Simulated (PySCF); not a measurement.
**Spin states of CsK**

Unrestricted PBE0; Cs x2c-TZVPall, K x2c-TZVPall; spin-free X2C with a Gaussian nucleus (PySCF 2.14). Outer shells of the fragments: Cs 6s1; K 4s1.

Followed along the bond (rough minima from three points):

```json
{"2Ms+1": "1", "unpaired": "none", "⟨S²⟩ at the start": "0.00", "R at minimum (Å)": "4.37", "Te (eV)": "0.00"}
{"2Ms+1": "3", "unpaired": "σ ↑, π ↑", "⟨S²⟩ at the start": "2.00", "R at minimum (Å)": "4.19", "Te (eV)": "0.98"}
{"2Ms+1": "1", "unpaired": "σ ↑, π ↓", "⟨S²⟩ at the start": "1.00", "R at minimum (Å)": "4.38", "Te (eV)": "1.28"}
{"2Ms+1": "3", "unpaired": "σ ↑↑", "⟨S²⟩ at the start": "2.00", "R at minimum (Å)": "none in the scan", "Te (eV)": "≤ 0.44"}
```

Solutions found at the starting distance of 4.150 Å, counted from the lowest of them; the search is not exhaustive and high or unbound solutions are not listed, so other states can lie among these:

```csv
2Ms+1,unpaired,term,E (eV),⟨S²⟩,⟨Lz²⟩,μ (D)
1,none,¹Σ⁺,0.00,0.00,0.00,-2.05
3,σ ↑↑,³Σ⁺,0.63,2.00,0.00,-0.10
3,"σ ↑, π ↑",³Π,0.97,2.00,1.01,-2.64
1,"σ ↑, π ↓",mixed,1.28,1.00,1.01,-2.09
3,"σ ↑, δ ↑",³Δ,1.87,2.00,4.00,3.64
1,"σ ↑, δ ↓",mixed,1.91,1.00,4.00,3.62
```

A term symbol is given only where ⟨S²⟩ and ⟨Lz²⟩ are close to those of a pure state; real π, δ and φ orbitals otherwise mix terms. A positive dipole means Cs(−)K(+).

Spin–orbit coupling is left out. Counting both spins, an empty level lies below a filled one in some of these solutions, because spin and occupation are held.
